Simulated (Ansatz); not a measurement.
Diatomic ZrO, multiplicity 3 (not the ground state: that is measured with 2S+1 = 1). No spin–orbit coupling.

Seven points along R, fitted to fifth degree in 1/R; most abundant isotopes. In def2 and cc sets the state is the lowest found near the PBE0 minimum, followed along R.

Correlated levels freeze the inner cores; with def2 sets outer-core shells near the valence are correlated too.

Run with Ansatz (Gaussian orbitals). Values without a source in brackets are computed. In def2 rows elements past Kr take small-core potentials, without spin–orbit coupling.

Q: What bond length and harmonic frequency does PBE/def2-TZVPP give?

A: r_e = 1.737 Å, ω_e = 939 cm⁻¹.

Q: What bond length and harmonic frequency does CCSD/def2-TZVPP give?

A: r_e = 1.726 Å, ω_e = 978 cm⁻¹.

Q: What bond length and harmonic frequency does CCSD(T)/def2-TZVPP give?

A: r_e = 1.740 Å, ω_e = 943 cm⁻¹.

Ansatz is a first-principles code.
